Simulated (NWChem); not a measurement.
System: Ba

Input file for NWChem:

```
start job
memory heap 200 mb stack 900 mb global 1100 mb
geometry units angstroms noautoz
  Ba     0.000000     0.000000     0.000000
end
basis spherical
  Ba library def2-svp
end
ecp
  Ba library def2-ecp
end
dft
  xc slater pw91lda
  iterations 150
  mulliken
end
task dft energy
```

NWChem printed, in part:

```
             Northwest Computational Chemistry Package (NWChem) 7.3.0
             --------------------------------------------------------

                             Geometry "geometry" -> ""
                             -------------------------

 Output coordinates in angstroms (scale by  1.889725989 to convert to a.u.)

  No.       Tag          Charge          X              Y              Z
 ---- ---------------- ---------- -------------- -------------- --------------
    1 Ba                  56.0000     0.00000000     0.00000000     0.00000000

 Effective nuclear repulsion energy (a.u.)       0.0000000000

                                 NWChem DFT Module
                                 -----------------

 Summary of "ao basis" -> "ao basis" (spherical)
 ------------------------------------------------------------------------------
       Tag                 Description            Shells   Functions and Types
 ---------------- ------------------------------  ------  ---------------------
 Ba                         def2-svp                 9       23   4s3p2d

            General Information
            -------------------
          SCF calculation type: DFT
          Wavefunction type:  closed shell.
          No. of atoms     :     1
          No. of electrons :    10
           Alpha electrons :     5
            Beta electrons :     5
          Charge           :     0
          Spin multiplicity:     1
          Use of symmetry is: off; symmetry adaption is: off
          Maximum number of iterations: 150
          AO basis - number of functions:    23
                     number of shells:     9
          Convergence on energy requested:  1.00D-06
          Convergence on density requested:  1.00D-05
          Convergence on gradient requested:  5.00D-04

              XC Information
              --------------
                        Slater Exchange Functional  1.000 local
            Perdew 1991 LDA Correlation Functional  1.000 local

             Grid Information
             ----------------
          Grid used for XC integration:  medium
          Radial quadrature: Mura-Knowles
          Angular quadrature: Lebedev.
          Tag              B.-S. Rad. Rad. Pts. Rad. Cut. Ang. Pts.
          ---              ---------- --------- --------- ---------
          Ba                  2.15      123          12.0       590
          Grid pruning is: on
          Number of quadrature shells:   123
          Spatial weights used:  Erf1

      Superposition of Atomic Density Guess
      -------------------------------------

 Sum of atomic energies:         -27.48397976

      Non-variational initial energy
      ------------------------------

 Total energy =     -25.070895
 1-e energy   =     -41.081992
 2-e energy   =      16.011098
 HOMO         =      -0.162023
 LUMO         =       0.030599

     ---------------------------------------------
      Total Density - Mulliken Population Analysis
     ---------------------------------------------

    Atom       Charge   Shell Charges
 -----------   ------   -------------------------------------------------------
    1 Ba  10    10.00   0.27  1.71  1.30  0.71  5.00  1.00  0.01  0.00 -0.00

   convergence    iter        energy       DeltaE   RMS-Dens  Diis-err
 ---------------- ----- ----------------- --------- --------- ---------
 d= 0,ls=0.0,diis     1    -25.3464727979 -2.53D+01  6.28D-02  3.82D-03
 d= 0,ls=0.0,diis     2    -25.3496740621 -3.20D-03  7.70D-03  2.51D-04
 d= 0,ls=0.0,diis     3    -25.3497521828 -7.81D-05  5.63D-04  9.39D-06
 d= 0,ls=0.0,diis     4    -25.3497537877 -1.60D-06  3.49D-06  2.20D-09
 d= 0,ls=0.0,diis     5    -25.3497537881 -3.72D-10  4.00D-07  1.64D-12

         Total DFT energy =      -25.349753788100
      One electron energy =      -41.261399141755
           Coulomb energy =       19.385360352426
    Exchange-Corr. energy =       -3.473714998772
 Nuclear repulsion energy =        0.000000000000

 Numeric. integr. density =       10.000000003047

                       DFT Final Molecular Orbital Analysis
                       ------------------------------------

 Vector    3  Occ=2.000000D+00  E=-7.080152D-01
              MO Center=  7.1D-16, -1.1D-15, -7.6D-16, r^2= 1.2D+00
   Bfn.  Coefficient  Atom+Function         Bfn.  Coefficient  Atom+Function
  ----- ------------  ---------------      ----- ------------  ---------------
     6      0.777941  1 Ba py                 5     -0.267119  1 Ba px
     9      0.189075  1 Ba py                 7     -0.156525  1 Ba pz
     8     -0.064922  1 Ba px                10     -0.038043  1 Ba pz

 Vector    4  Occ=2.000000D+00  E=-7.080152D-01
              MO Center=  9.1D-17, -3.4D-15, -1.9D-15, r^2= 1.2D+00
   Bfn.  Coefficient  Atom+Function         Bfn.  Coefficient  Atom+Function
  ----- ------------  ---------------      ----- ------------  ---------------
     7      0.798917  1 Ba pz                 5     -0.237732  1 Ba px
    10      0.194173  1 Ba pz                 6      0.079116  1 Ba py
     8     -0.057780  1 Ba px

 Vector    5  Occ=2.000000D+00  E=-1.226124D-01
              MO Center=  5.5D-16,  2.4D-15, -8.6D-16, r^2= 7.2D+00
   Bfn.  Coefficient  Atom+Function         Bfn.  Coefficient  Atom+Function
  ----- ------------  ---------------      ----- ------------  ---------------
     3      1.035453  1 Ba s                  2     -0.618773  1 Ba s
     4      0.163664  1 Ba s                  1      0.127584  1 Ba s

 Vector    6  Occ=0.000000D+00  E=-7.611107D-02
              MO Center= -4.7D-15,  6.4D-14, -6.6D-15, r^2= 4.5D+00
   Bfn.  Coefficient  Atom+Function         Bfn.  Coefficient  Atom+Function
  ----- ------------  ---------------      ----- ------------  ---------------
    15      0.847582  1 Ba d -1              20      0.260399  1 Ba d -1
    17      0.060033  1 Ba d  1

 Vector    7  Occ=0.000000D+00  E=-7.611107D-02
              MO Center= -7.0D-14, -4.8D-15, -4.2D-15, r^2= 4.5D+00
   Bfn.  Coefficient  Atom+Function         Bfn.  Coefficient  Atom+Function
  ----- ------------  ---------------      ----- ------------  ---------------
    17      0.844489  1 Ba d  1              22      0.259449  1 Ba d  1
    14      0.074032  1 Ba d -2              15     -0.061657  1 Ba d -1

 Vector    8  Occ=0.000000D+00  E=-7.611107D-02
              MO Center=  4.6D-15, -6.6D-16, -1.5D-16, r^2= 4.5D+00
   Bfn.  Coefficient  Atom+Function         Bfn.  Coefficient  Atom+Function
  ----- ------------  ---------------      ----- ------------  ---------------
    14      0.846475  1 Ba d -2              19      0.260059  1 Ba d -2
    17     -0.075357  1 Ba d  1

     ---------------------------------------------
      Total Density - Mulliken Population Analysis
     ---------------------------------------------

    Atom       Charge   Shell Charges
 -----------   ------   -------------------------------------------------------
    1 Ba  10    10.00   0.28  1.72  1.73  0.28  4.98  1.02  0.01  0.00  0.00

     -------------------------------------------
      Total Density - Lowdin Population Analysis
     -------------------------------------------

    Atom       Charge   Shell Charges
 -----------   ------   -------------------------------------------------------
    1 Ba  10    10.00   0.27  1.71  1.26  0.76  4.29  1.63  0.08  0.00  0.00
```

Level: LDA (Slater exchange, PW92)/def2-SVP with def2 effective core potentials on Ba. def2 effective core potentials on Ba; no spin-orbit coupling.
